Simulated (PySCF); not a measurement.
C₂H₆ClFSi₂.

```xyz
12

C      2.2250     0.7999     0.8108
C      1.5173     0.2658    -0.1805
F      1.9513     0.3485    -1.4551
Si    -0.1410    -0.6235    -0.0732
Si    -1.7276     0.5049    -1.3726
Cl    -0.7489    -0.5946     1.9135
H      1.8557     0.7262     1.8348
H      3.1724     1.3107     0.6177
H      0.0289    -2.0441    -0.4935
H     -3.0609    -0.1518    -1.2250
H     -1.8063     1.9188    -0.8989
H     -1.3135     0.4781    -2.8079
```

Geometry optimised at PBE0-D3(BJ)/def2-SVP. The structure was generated by enumeration; whether it is a known compound was not checked. Other conformers were not sampled.

Calculation: PySCF with PBE/pcSseg-1. Non-relativistic, no solvent.

**Question.** Give the absolute GIAO shielding of each atom: isotropic value and principal components (ppm). (An estimate is asked for; the answer gives what the named calculation found.)

**Answer.** 
| atom | σ(iso) | σ11 | σ22 | σ33 | span |
|---|---|---|---|---|---|
| C1 | 67.4 | -49.9 | 93.2 | 158.7 | 208.6 |
| C2 | 4.1 | -88.0 | 40.5 | 59.6 | 147.6 |
| F3 | 250.2 | 126.9 | 225.0 | 398.7 | 271.8 |
| Si4 | 348.2 | 287.2 | 341.9 | 415.6 | 128.4 |
| Si5 | 440.5 | 433.3 | 436.5 | 451.8 | 18.6 |
| Cl6 | 974.8 | 887.3 | 992.5 | 1044.7 | 157.4 |
| H7 | 25.7 | 22.9 | 23.5 | 30.6 | 7.7 |
| H8 | 25.5 | 21.9 | 24.8 | 29.7 | 7.8 |
| H9 | 25.5 | 22.2 | 23.9 | 30.5 | 8.3 |
| H10 | 27.5 | 24.3 | 25.7 | 32.6 | 8.3 |
| H11 | 27.6 | 24.7 | 25.9 | 32.1 | 7.5 |
| H12 | 27.5 | 24.0 | 25.7 | 32.7 | 8.7 |
